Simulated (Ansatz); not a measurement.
## AlI (iodoaluminum): methods side by side

AlI has 2 atoms, charge 0, and is taken as a singlet. SMILES: `[Al][I]`. The bond length is the measured one.

```xyz
2

Al    0.0000    0.0000    0.0000
I     0.0000    0.0000    2.5371
```

Each level gives the energy change with the Al1–I2 bond stretched from 2.537 to 3.171 Å (eV). The values are calculated.

```json
{"level": "HF/STO-3G (restricted)", "kind": "Hartree–Fock", "program": "Ansatz", "value (eV)": "1.27", "less FCI/STO-3G": "+0.02", "CPU time (all runs)": "0.67 s"}
{"level": "SVWN5/STO-3G (restricted)", "kind": "LDA", "program": "Ansatz", "value (eV)": "1.37", "less FCI/STO-3G": "+0.12", "CPU time (all runs)": "1.9 s"}
{"level": "revPBE/STO-3G (restricted)", "kind": "GGA", "program": "Ansatz", "value (eV)": "1.19", "less FCI/STO-3G": "-0.06", "CPU time (all runs)": "3.3 s"}
{"level": "r2SCAN0/STO-3G (restricted)", "kind": "hybrid meta-GGA", "program": "Ansatz", "value (eV)": "1.33", "less FCI/STO-3G": "+0.08", "CPU time (all runs)": "7.5 s"}
{"level": "wB97M-V/STO-3G (restricted)", "kind": "range-separated hybrid", "program": "Ansatz", "value (eV)": "1.34", "less FCI/STO-3G": "+0.09", "CPU time (all runs)": "35 s"}
{"level": "B2PLYP/STO-3G (restricted)", "kind": "double hybrid", "program": "Ansatz", "value (eV)": "1.25", "less FCI/STO-3G": "0.00", "CPU time (all runs)": "4.1 s"}
{"level": "BCCD(T)/STO-3G (restricted)", "kind": "coupled cluster or CI", "program": "Ansatz", "value (eV)": "1.25", "less FCI/STO-3G": "0.00", "CPU time (all runs)": "1.2 s"}
{"level": "CCSD(T)/STO-3G (restricted)", "kind": "coupled cluster or CI", "program": "Ansatz", "value (eV)": "1.25", "less FCI/STO-3G": "0.00", "CPU time (all runs)": "1 s"}
{"level": "CCSDTQ/STO-3G (restricted)", "kind": "coupled cluster or CI", "program": "Ansatz", "value (eV)": "1.25", "less FCI/STO-3G": "0.00", "CPU time (all runs)": "38 s"}
{"level": "FCI/STO-3G", "kind": "exact in the basis", "program": "Ansatz", "value (eV)": "1.25", "less FCI/STO-3G": "0.00", "CPU time (all runs)": "1.9 s"}
```

FCI/STO-3G is exact within its basis and frozen core, so for wave-function methods in that basis the difference is their error; functionals converge differently with the basis, so for them it is only a difference. All-electron rows without a relativistic Hamiltonian named are non-relativistic. The first shape isn't each level's own minimum. The values span 1.19 to 1.37 eV. All rows use very small basis sets, so none should be taken for the real molecule's value. In the correlated wave-function rows the outer d shell of I is correlated, in sets not made for it. In so small a basis fixed costs decide the times, and correlated methods can beat functionals. CPU times are rough (shared hosts, several kinds of processor and program).
